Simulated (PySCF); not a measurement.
## Excitation energy of Cl⁺ by level of theory

Cl⁺ [Ne] 3s2 3p4 (3P) → Cl⁺ [Ne] 3s1 3p4 3d1 (high-spin determinant), as a difference of total energies. Computed with PySCF 2.14 in dyall-av3z, with the spin-free X2C one-electron Hamiltonian (Gaussian nucleus). Correlated levels: valence: [Ne] frozen; virtual orbitals above 40 to 60 times the deepest correlated orbital energy dropped. The calculations carry no spin-orbit coupling.

```json
{"method": "UHF", "excitation energy (eV)": "25.705"}
{"method": "LDA", "excitation energy (eV)": "26.274"}
{"method": "PBE", "excitation energy (eV)": "25.944"}
{"method": "PBE0", "excitation energy (eV)": "26.172"}
{"method": "r2SCAN", "excitation energy (eV)": "25.779"}
{"method": "revPBE", "excitation energy (eV)": "25.802"}
{"method": "TPSSh", "excitation energy (eV)": "26.145"}
{"method": "wB97M-V", "excitation energy (eV)": "26.747"}
{"method": "M06-L", "excitation energy (eV)": "26.557"}
{"method": "MP2 (valence)", "excitation energy (eV)": "26.231"}
{"method": "SCS-MP2 (valence)", "excitation energy (eV)": "26.393"}
```

Task: How much does correlation contribute at MP2 (valence)?

Result: 26.231 − (25.705) = 0.526 eV, measured against UHF.

The upper state lies above the first ionisation limit, where it may autoionise and the basis confines it.

The promoted electron is Rydberg-like, and one or two diffuse shells describe it only roughly, which tends to raise the upper state.

The determinant of the upper state mixes LS terms, which raises its energy above the lowest term, most at the Hartree-Fock and MP2 levels.
